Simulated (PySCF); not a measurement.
C₂H₄AlClO, SMILES C=[CH][Al]([OH])[Cl]. Geometry: PBE-D3(BJ)/def2-SVP. The structure was generated by enumeration; whether it is a known compound was not checked. One conformer was computed; it need not be the lowest.

**Question.** Give the equilibrium geometry at PBE-D3(BJ)/def2-SVP (PySCF confirms it by a frequency run) as Cartesian coordinates in Å, and its point group. (An estimate is asked for; the answer gives what the named calculation found.)

**Answer.** One answer among several that fit: point group Cs.
```xyz
9

Al    -0.2008     0.0427     0.0000
Cl     0.5485     2.0264     0.0000
C      0.9594    -1.5063     0.0000
C      0.4500    -2.7591     0.0000
H      2.0607    -1.4007     0.0000
H      1.0923    -3.6596     0.0000
H     -0.6383    -2.9481     0.0000
O     -1.8919    -0.2350     0.0000
H     -2.5497     0.4774     0.0000
```
